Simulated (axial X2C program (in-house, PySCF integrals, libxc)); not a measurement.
**AsF: from the spin-free to the two-component result**

Computed with an axial X2C code built on PySCF integrals. Spin-free means the one-electron spin-free X2C Hamiltonian; two-component (2c) means X2C with spin–orbit coupling and atomic mean-field two-electron Coulomb and Gaunt terms, so the difference of the two also holds small scalar two-electron terms. Basis: As dyall-cv3z [9s9p6d4f1g], F dyall-av3z [7s6p3d2f] (cores contracted in-house); Gaussian nuclei, density fitting, unrestricted open shells. Masses: As 74.922 u, F 18.998 u.

Spin-free state: M_S = 1, Λ = 0 (beyond evenly filled blocks: π+α, π-α); fragments As + F.

```json
{"level": "PBE0", "Re (Å)": "1.741", "ωe (cm⁻¹)": "685.0", "De (eV)": "4.193", "μ (D)": "-1.71"}
{"level": "HF", "Re (Å)": "1.715", "ωe (cm⁻¹)": "728.7", "De (eV)": "2.229", "μ (D)": "-1.86"}
{"level": "MP2", "Re (Å)": "1.750", "ωe (cm⁻¹)": "674.7", "De (eV)": "4.299", "μ (D)": "n/a"}
{"level": "CCSD", "Re (Å)": "1.742", "ωe (cm⁻¹)": "688.7", "De (eV)": "3.904", "μ (D)": "n/a"}
{"level": "CCSD(T)", "Re (Å)": "1.749", "ωe (cm⁻¹)": "675.3", "De (eV)": "4.044", "μ (D)": "n/a"}
{"level": "BHandHLYP", "Re (Å)": "1.731", "ωe (cm⁻¹)": "702.6", "De (eV)": "3.877", "μ (D)": "-1.86"}
```

Correlated methods: 12 electrons correlated (number of frozen shells: As 3 s, 2 p, 1 d; F 1 s), 230 virtual spin orbitals or spinors in MP2, 89 natural virtuals in coupled cluster.

Dipoles are positive if F is the positive end.

Two-component determinant lowest at the distance of the search:

Ω = 1 (⟨Sz⟩ = 1.00, ⟨Lz⟩ = 0.00 at HF); fragments As + F.

| level | Re (Å) | ωe (cm⁻¹) | De (eV) | μ (D) |
| --- | --- | --- | --- | --- |
| PBE0 | 1.742 | 684.3 | 4.183 | -1.71 |
| HF | 1.716 | 727.9 | 2.212 | -1.86 |
| MP2 | 1.751 | 674.1 | 4.284 | n/a |
| CCSD | 1.742 | 687.8 | 3.886 | n/a |
| CCSD(T) | 1.750 | 674.5 | 4.022 | n/a |
| BHandHLYP | 1.731 | 701.8 | 3.864 | -1.86 |

Q: From the two tables, how do the constants change at the CCSD(T) level (2c against spin-free)?

A: At the CCSD(T) level Re is unchanged within 0.001 Å and ωe decreases by 0.8 cm⁻¹; De changes by -0.022 eV.

Occupations by symmetry block were frozen at the best pattern of an incomplete PBE0 search. Dissociation energies refer to the lowest single-determinant-based atoms at the same level and basis. Density functionals use the spin component along the axis (collinear). CCSD and (T) use frozen natural virtuals with an MP2 correction for the truncation; (T) itself is uncorrected, so its De runs slightly low. The 2c atoms are single determinants rather than J levels; their spin–orbit lowering is only partly caught, and De is too large by that part. This holds for PBE0, BHandHLYP. Other states lie close and PBE0, whose exact exchange favours high spin, may order them wrongly; the determinant shown need not be the ground state. The nearest other spin-free determinant of the search, M_S = 0, Λ = 2, lies 0.96 eV up at the distance of the search. The functionals have no current-density term, which raises determinants with orbital currents, atoms included. With several unpaired electrons one determinant need not be a pure state. Open-shell Ω = 0 determinants with evenly filled partner blocks cannot be reached by this program, so the Ω shown need not be the lowest component. This is the Ω = 1 component of a π² triplet; the 0⁺ component is not one determinant and can lie lowest.
